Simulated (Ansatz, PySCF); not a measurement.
C2H8AlCl2NSi (SMILES [CH3][Al]([CH3])[NH][SiH](Cl)Cl), singlet, geometry from GFN2-xTB (such geometries of metal compounds can be far from the true shape), with bond 12-6 at 1.8 times its length. Base run: CASSCF(4,4)/STO-3G (PySCF).

The PySCF input:
```python
from pyscf import gto, scf, mcscf
import numpy

mol = gto.Mole()
mol.atom = '''
    Si    1.309916   -0.299159    0.210468
    Cl    0.099952    0.160718   -1.444518
    Cl    2.408801    1.315923    0.666380
    N    -0.005956   -0.665335    1.202868
    Al   -1.555971   -0.444495    0.109690
    C    -2.482284    1.277703    0.475915
    C    -2.184537   -2.188201   -0.614866
    H     2.205229   -1.337724   -0.272394
    H     0.135603   -0.925716    2.165677
    H    -3.138678    1.579994   -0.346367
    H    -1.801098    2.117693    0.655067
    H    -3.639465    1.160500    2.066675
    H    -2.800169   -2.063118   -1.510948
    H    -2.814726   -2.720116    0.104212
    H    -1.378391   -2.879490   -0.885467
'''
mol.basis = 'sto-3g'
mol.charge = 0
mol.spin = 0
mol.verbose = 4
mol.build()

mf = scf.RHF(mol)
mf.kernel()
mc = mcscf.CASSCF(mf, 4, 4)
mc.fix_spin_(ss=0.0)
mc.kernel()
occ = numpy.linalg.eigvalsh(mc.fcisolver.make_rdm1(mc.ci, mc.ncas, mc.nelecas))[::-1]
ss = mc.fcisolver.spin_square(mc.ci, mc.ncas, mc.nelecas)[0]
print('natural occupations', occ.round(4), ' <S^2>', round(ss, 4))
```

Programs used: Ansatz (a quantum-chemistry and plane-wave program), PySCF; a row that names a program was run with it.

Each row names what was changed in the base input (with any setting that the change needs).

```tsv
change	ΔE vs base (kcal/mol)	natural occupations	<S^2> of the state	outcome
base	0.000	1.98 1.73 0.27 0.02	0.00	converged
orbitals = fixed (CASCI)	22.27	2.00 1.77 0.23 0.00	0.00	converged
solver = newton	2.05	1.98 1.72 0.28 0.02	0.00	converged
code = ansatz	0.014	-	-	converged
state_average = 2 states	26.42	-	-	converged
active space = 8 electrons, 6 orbitals	-0.595	2.00 2.00 1.98 1.73 0.27 0.02	0.00	converged
active space = 6 electrons, 5 orbitals	-0.370	2.00 1.98 1.73 0.27 0.02	0.00	converged
active space = 6 electrons, 4 orbitals	-	-	-	not converged
correction = SC-NEVPT2	-129.8	1.98 1.73 0.27 0.02	0.00	converged
conv_tol = 1e-5	0.001	1.98 1.73 0.27 0.02	0.00	converged
active space = 2 electrons, 2 orbitals	10.26	1.72 0.28	0.00	converged
```

Active orbitals are taken around the Fermi level unless the row says otherwise; CASSCF can end in different local minima, and two programs can end on different orbitals. State-averaged rows give the lowest state.
